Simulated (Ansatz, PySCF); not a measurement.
PbCl₂, SMILES [Cl][Pb][Cl] (connectivity only; charge and spin as stated), neutral, multiplicity 1. Atoms are numbered in the order given.

```xyz
3

Pb     0.0000     0.0000     0.4774
Cl     0.0000    -1.8965    -1.1247
Cl     0.0000     1.8965    -1.1247
```
Charge 0, spin multiplicity 1.

Geometry optimised at B3LYP-D3(BJ)/def2-TZVP. The isomer is the one that the SMILES or the coordinates give; other isomers of the formula were not compared. The def2 effective core potentials stand for the cores of Pb; spin–orbit coupling is left out.

Two levels are set side by side: PBE-D3(BJ)/def2-TZVP (Ansatz, an electronic-structure program) and B3LYP-D3(BJ)/def2-TZVP (Ansatz). Each level has its own optimised geometry; the coordinates shown are those of the second. Frequencies come from the Hessian of PySCF at each geometry. Differences are taken from unrounded values.

```tsv
quantity	B3LYP-D3(BJ)	PBE-D3(BJ)	PBE-D3(BJ) minus B3LYP-D3(BJ)
mean bond length (Å)	2.483	2.480	-0.002
bond Pb1–Cl2 (Å)	2.483	2.480	-0.002
bond Pb1–Cl3 (Å)	2.483	2.480	-0.002
highest harmonic wavenumber (cm⁻¹)	314	311	-3
mean harmonic wavenumber (cm⁻¹)	235	233	-2
zero-point energy (kcal/mol)	1.01	1.00	-0.01
```

Here PBE gives about what the other level gives.
